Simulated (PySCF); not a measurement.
Point-charge models of `O[SiH2][SiH2]N([SiH3])[SiH3]` against its computed dipole.

Coordinates (GFN2-xTB, Å) and charges (e) from the PBE0/pcSseg-1 density (PySCF):

```
atom       x       y       z  Mulliken      IAO  Hirshfeld  ESP-fitted
  O1   3.400  -0.343  -1.073   -0.5694  -0.8040    -0.3168     -0.7291
 Si2   2.301  -0.067   0.102   +0.6176  +0.7184    +0.3073     +0.5047
 Si3   0.353  -0.139  -1.102   +0.4059  +0.5908    +0.2876     +0.3904
  N4  -0.992   0.018   0.018   -1.0906  -1.0423    -0.3501     -0.5404
 Si5  -1.984  -1.338   0.463   +0.6424  +0.7404    +0.3444     +0.4821
 Si6  -1.449   1.601   0.570   +0.6515  +0.7368    +0.3437     +0.4742
  H7   4.338  -0.373  -0.902   +0.2480  +0.3642    +0.1792     +0.4616
  H8   2.646   1.206   0.764   -0.1151  -0.1447    -0.0898     -0.1273
  H9   2.494  -1.071   1.165   -0.1140  -0.1447    -0.0891     -0.1293
 H10   0.193   0.935  -2.101   -0.0543  -0.1145    -0.0759     -0.0897
 H11   0.117  -1.384  -1.850   -0.0574  -0.1039    -0.0705     -0.0724
 H12  -2.190  -1.299   1.911   -0.0926  -0.1337    -0.0800     -0.1095
 H13  -1.265  -2.553   0.087   -0.0986  -0.1240    -0.0750     -0.1035
 H14  -3.274  -1.270  -0.229   -0.0922  -0.1432    -0.0821     -0.1032
 H15  -2.501   2.151  -0.290   -0.0828  -0.1404    -0.0811     -0.1029
 H16  -0.257   2.449   0.515   -0.1023  -0.1274    -0.0753     -0.1081
 H17  -1.936   1.488   1.944   -0.0963  -0.1278    -0.0765     -0.0974
```

Question: What dipole does each set of charges give (1 e·Å = 4.803 D), and what does the density give?

Answer: The full density gives (1.05, 0.01, 0.66) D, 1.24 D in size; dipole vectors point from the negative to the positive end.

```json
{"scheme": "Mulliken", "μx": "0.05", "μy": "0.47", "μz": "1.30", "size (D)": "1.39", "share of the full size (%)": "112", "angle to the full dipole (°)": "58"}
{"scheme": "IAO", "μx": "-0.11", "μy": "0.31", "μz": "1.67", "size (D)": "1.70", "share of the full size (%)": "137", "angle to the full dipole (°)": "62"}
{"scheme": "Hirshfeld", "μx": "0.49", "μy": "0.02", "μz": "0.26", "size (D)": "0.55", "share of the full size (%)": "45", "angle to the full dipole (°)": "4"}
{"scheme": "ESP-fitted", "μx": "1.02", "μy": "0.01", "μz": "0.65", "size (D)": "1.21", "share of the full size (%)": "98", "angle to the full dipole (°)": "1"}
```

Question: Which set comes closest?

Answer: Length of the difference vector: ESP-fitted 0.03 D, Hirshfeld 0.69 D, Mulliken 1.27 D, IAO 1.57 D. Closest: ESP-fitted. 

Question: What is left for the Hirshfeld atoms' own dipoles?

Answer: The Hirshfeld atoms' densities add up to the full density, so μ = Σ q r + Σ (atomic dipoles). The atomic dipoles sum to (1.05, 0.01, 0.66) − (0.49, 0.02, 0.26) = (0.56, -0.01, 0.40) D, 0.69 D in size.

Question: With the origin at the mean of the coordinates, (0.000, 0.001, -0.001) Å, which are the largest single terms, by size, of the ESP-fitted dipole along the direction of the full one?

Answer: O1 -8.09, H7 +7.08, Si2 +4.86, Si5 -3.35, N4 +2.16 D; all 17 atoms together +1.21 D. The single terms depend on the origin, their sum doesn't.

Question: Give the size of the full dipole in other units.

Answer: 1.24 D = 0.488 au = 0.258 e·Å = 4.14 × 10⁻³⁰ C·m.

Isolated species at its GFN2-xTB geometry (one conformer only). GFN2-xTB frequencies show an imaginary mode (20i cm⁻¹), so this geometry is no minimum at that level.

Conformer computed: `[OH:1][SiH2:2][SiH2:3][N:4]([SiH3:5])[SiH3:6]`: O1–Si2–Si3–N4 176°, Si2–Si3–N4–Si5 -105°, H–O1–Si2–Si3 180°.
